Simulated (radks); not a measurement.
Results of a calculation; reference values are marked as such.
Species: La V. Configuration: [Kr] 4d10 5s2 5p5. Level of theory: non-relativistic Kohn-Sham, LDA (Slater exchange, Perdew-Wang correlation), spin-unpolarised, spherical densities, point nucleus; relativity is left out, which matters for an element this heavy (a radial shooting solver on a logarithmic mesh with Libxc functionals).

Normalised radial functions P(r) = r R(r), r in bohr:

```
   r/bohr * 4p, o 4f (the largest magnitude, 1.36, reaches the edge; | marks zero, & curves that meet)
0.0008791                             &
 0.001182                             &
 0.001589                             &
 0.002136                             &
 0.002872                             &
 0.003862                             &
 0.005192                             &
 0.006981                             o*
 0.009385                             o*
  0.01262                             o *
  0.01696                             o  *
  0.02299                             o    *
  0.03091                             o      *
  0.04156                             o        *
  0.05588                             o          *
  0.07512                             o        *
    0.101                             |o *
   0.1358                       *     | o
   0.1826               *             |   o
   0.2455              *              |      o
     0.33                          *  |          o
   0.4437                             |               &
   0.5965                             |                  o       *
    0.802                             |                  o    *
    1.078                             |            *   o
     1.45                             |   *       o
    1.949                             |*     o
    2.621                             *  o
    3.523                             *o
    4.737                             &
    6.369                             &
    8.562                             &
```

4p: eigenvalue -232.57 eV, 2 radial nodes at r = 0.114, 0.346 bohr, <r> = 0.706 bohr, 90 % of the charge inside 1.03 bohr. 4f (empty): eigenvalue -44.796 eV, 0 radial nodes, <r> = 1.01 bohr, 90 % of the charge inside 1.69 bohr.
